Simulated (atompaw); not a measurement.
**Logarithmic derivatives: thallium (Tl), PAW (atompaw)**

atompaw 4.2.0.5 input, output lines left out:

```
Tl 81
GGA-PBE scalarrelativistic loggrid 2001 logderivrange -3 5 201
6 6 5 4 0 0
6 1 1
0 0 0
c
c
c
c
c
v
c
c
c
c
v
c
c
c
c
2
3.00 2.90 2.75 1.95
y
-0.4
n
y
1.1
n
y
-0.05
n
custom rrkj gramschmidtortho sinc
bessel
3.00
3.00
3.00
3.00
3.00
```

The phase is arctan(r·u′/u) with u = r·R(r), unwrapped; energies in Ry, scanned from -3 to 5 Ry. A pole is an energy at which the radial function vanishes at the test radius. The pseudo phase is shifted by a multiple of π to meet the all-electron one at the reference energy, and phase errors are pseudo minus all-electron; the curves can meet again beyond the range given. Levels narrower than the energy grid can be missing from the lists of poles.

```csv
channel,radius (bohr),reference energy (Ry),"poles, all-electron","poles, pseudo",unbroken range about the reference energy with phases within 0.05 rad,phase error 1 Ry above the reference energy (rad)
s,3.01,-0.70,0.05,"0.05, 3.46",below 1.7,-0.000
p,3.01,-0.17,1.36,1.36,below 3.3,-0.000
d,3.01,-0.05,"-1.06, 3.56",1.05,-0.7 to 0.3,-2.032
```

Phases in the p channel:

| E (Ry) | all-electron | pseudo |
| --- | --- | --- |
| -3.00 | 1.359 | 1.359 |
| -2.52 | 1.335 | 1.334 |
| -2.04 | 1.299 | 1.299 |
| -1.56 | 1.243 | 1.242 |
| -1.08 | 1.136 | 1.136 |
| -0.60 | 0.853 | 0.853 |
| -0.12 | -0.278 | -0.278 |
| 0.36 | -1.218 | -1.218 |
| 0.84 | -1.458 | -1.458 |
| 1.32 | -1.564 | -1.564 |
| 1.80 | -1.633 | -1.634 |
| 2.28 | -1.695 | -1.697 |
| 2.76 | -1.767 | -1.774 |
| 3.24 | -1.878 | -1.912 |
| 3.72 | -2.125 | -2.348 |
| 4.20 | -2.990 | -3.917 |
| 4.68 | -4.092 | -4.452 |
